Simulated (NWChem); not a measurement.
Molecule: AlHBr₂; SMILES [Br][AlH][Br]

```xyz
4

Al     0.0000     0.0000    -0.8765
H      0.0000     0.0000    -2.4459
Br    -1.9316     0.0000     0.2670
Br     1.9316     0.0000     0.2670
```
Atoms are numbered in this order, from 1.

Computed with NWChem. Structure relaxed at the PBE0/def2-SVP level. GIAO values for the isolated, static molecule; σ is the absolute isotropic shielding, δ = σ(reference) − σ with the isolated reference molecule computed at the same levels (1H: tetramethylsilane). Spin-orbit effects, on the heavy nuclei and on their neighbours, are missing.

### Question
What does the run give for PBE0/pcSseg-1? Quantities: σ Al1 (ppm); δ H2 (ppm); σ Br3 (ppm).

### Answer
```
Quantity     Result
-----------  ------
σ Al1 (ppm)   352.0
δ H2 (ppm)     5.23
σ Br3 (ppm)  2487.1
```
